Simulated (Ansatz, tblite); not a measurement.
Cost and result up the ladder for the cluster YF3 (the lowest singlet isomer of a short search) (4 atoms). Total charge 0; singlet. Geometry: PBE-D4/def2-TZVP.

```xyz
4

Y     0.028   -0.075   -0.135
F    -1.971   -0.039   -0.323
F     0.867   -1.463    1.048
F     1.076    1.576   -0.589
```

Ansatz on 4 threads of Intel Xeon on a shared host; xTB runs through tblite on one thread. Times are rough, summed over both states, and most runs start from the orbitals of an earlier one. CCSD(T)/def2-TZVPP serves as the yardstick here, not as an exact answer. The other state is a doublet.

In the def2 sets Y takes a core potential; there is no spin–orbit coupling. The xTB rows come from tblite. Correlated methods freeze 3 core orbitals; core or outer-core shells of Y are correlated, in sets that lack core-valence functions. The structure comes from a short search, and lower isomers may exist.

Raw xTB energies of ions are shifted by several eV.

```json
{"level": "GFN2-xTB", "functions": "21", "wall time": "0.013 s", "vertical IE (eV)": "18.15", "difference from CCSD(T)/def2-TZVPP (eV)": "4.37"}
{"level": "GFN1-xTB", "functions": "21", "wall time": "0.019 s", "vertical IE (eV)": "18.22", "difference from CCSD(T)/def2-TZVPP (eV)": "4.44"}
{"level": "PBE-D4/def2-TZVP (with forces)", "functions": "133", "wall time": "7.7 s", "vertical IE (eV)": "12.05", "difference from CCSD(T)/def2-TZVPP (eV)": "-1.73"}
{"level": "PBE0-D4/def2-TZVP", "functions": "133", "wall time": "9.2 s", "vertical IE (eV)": "12.84", "difference from CCSD(T)/def2-TZVPP (eV)": "-0.94"}
{"level": "r2SCAN-D4/def2-TZVP", "functions": "133", "wall time": "13 s", "vertical IE (eV)": "12.29", "difference from CCSD(T)/def2-TZVPP (eV)": "-1.48"}
{"level": "CCSD(T)/def2-TZVPP", "functions": "149", "wall time": "3.2 min", "vertical IE (eV)": "13.78", "difference from CCSD(T)/def2-TZVPP (eV)": "0.00"}
```
